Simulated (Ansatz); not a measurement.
Start from `[NH]=[Mo](=[NH])([F])[F]` and change one atom or group to get `[CH3][Mo](=[NH])(=[NH])[F]`.

Ansatz, PBE0-D4/def2-TZVP geometries, multiplicity 1. Each molecule was computed in one conformer, which needn't be the lowest.

Elements past krypton have def2 core potentials.

| property | `[NH]=[Mo](=[NH])([F])[F]` |
| --- | --- |
| HOMO–LUMO gap (B3LYP/def2-TZVPP) / eV | 5.92 |
| LUMO energy (PBE0/def2-TZVPP) / eV | -2.09 |
| LUMO energy (ωB97M-V/def2-TZVPP) / eV | 0.03 |
| size of the dipole moment (PBE/def2-TZVPP) / D | 2.82 |
| ideal-gas entropy at 298 K and 1 bar (rigid rotor, harmonic PBE0-D4/def2-TZVP) / J/(mol·K) | 327 |
| HOMO–LUMO gap (PBE/def2-TZVPP) / eV | 4.25 |

(1) What does the change do to each property? (Best estimate.)

Results:

(1) Computed: 
```tsv
property	`[CH3][Mo](=[NH])(=[NH])[F]`	shift
HOMO–LUMO gap (B3LYP/def2-TZVPP) / eV	5.69	-0.23
LUMO energy (PBE0/def2-TZVPP) / eV	-1.91	0.18
LUMO energy (ωB97M-V/def2-TZVPP) / eV	0.19	0.16
size of the dipole moment (PBE/def2-TZVPP) / D	2.31	-0.51
ideal-gas entropy at 298 K and 1 bar (rigid rotor, harmonic PBE0-D4/def2-TZVP) / J/(mol·K)	352	25
HOMO–LUMO gap (PBE/def2-TZVPP) / eV	3.99	-0.26
```

With PBE0 the HOMO rises by 0.42 eV and the LUMO rises by 0.18 eV, so the gap narrows by about 0.24 eV. PBE moves the HOMO by 0.37 eV and ωB97M-V by 0.40 eV. The zero-point energy changes by 87.7 kJ/mol with +9 modes. Dipoles are sizes alone; their direction can turn.

B3LYP here is the variant with VWN-RPA as its local correlation; programs differ in this.
